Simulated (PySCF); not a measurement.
# Dipole response of Tc²⁺ (technetium, charge +2)

[Kr] 4d5, high-spin 6S determinant. Calculation: PySCF 2.14, in x2c-TZVPPall with one added diffuse shell each of s, p, d, f type (9s7p7d3f1g, 95 functions); the spin-free X2C one-electron Hamiltonian (Gaussian nucleus). Coupled (time-dependent) response in atomic units; α is the mean over directions.

```json
{"method": "CAM-B3LYP", "mean α (bohr³)": "8.748", "C₆ (like pair)": "46.55", "S(−4)": "25.64"}
```

S(−4) is the Cauchy moment in α(ω) = α(0) + S(−4) ω² + …

α(iu) at CAM-B3LYP:

```csv
u (hartree),α(iu) (bohr³)
0,8.748
0.0500,8.685
0.100,8.505
0.200,7.899
0.300,7.160
0.500,5.795
0.750,4.526
1.00,3.622
1.50,2.448
2.00,1.742
3.00,0.9886
5.00,0.4340
```

A single London oscillator, α(iu) = α/(1 + u²/ω²), gives C₆ = (3/4) ω α². Matching the computed C₆ needs ω = 4 × 46.55 / (3 × 8.748²) = 0.811 hartree.

For an ion, C₆ is the dispersion term alone; charge-induced terms of lower order in 1/R come first.
